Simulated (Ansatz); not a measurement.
Gas-phase reaction R1 → P1 + P2, each structure at its B3LYP-D3(BJ)/def2-TZVP stationary point, reached from a drawn start (curvature not checked).
R1, HF (SMILES F) (charge 0, multiplicity 1):
```csv
atom,x (Å),y (Å),z (Å)
H,0.0000,0.0000,-0.4622
F,0.0000,0.0000,0.4622
```
P1: F atom, charge 0, multiplicity 2.
P2: H atom, charge 0, multiplicity 2.

P less R. No zero-point or thermal terms; singlets are restricted closed shells; open shells are unrestricted; no spin–orbit coupling.

Correlated levels freeze the cores.

Run with Ansatz (Gaussian orbitals). All values are computed, each at the level named.

Q: What reaction energy does MP2/cc-pVQZ give?

A: 6.26 eV

Q: Give the reaction energy at the level CCSD(T)/cc-pVQZ.

A: 6.07 eV

Q: Predict the reaction energy from CCSD/cc-pVQZ.

A: 5.98 eV

Ansatz is an electronic-structure program.
